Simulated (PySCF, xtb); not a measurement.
GeF3Br, SMILES [F][Ge]([Br])([F])[F].

GFN2-xTB in xtb at its own geometry gives an orbital gap of 5.50 eV and a dipole moment of 0.48 D.

The structure is a stationary point at PBE0-D3(BJ)/def2-SVP.

Task: What does PBE/def2-TZVP in PySCF give? (An estimate is asked for; the answer gives what the named calculation found.)

Result: gap 5.35 eV (levels -8.48 and -3.13 eV), dipole 1.63 D.
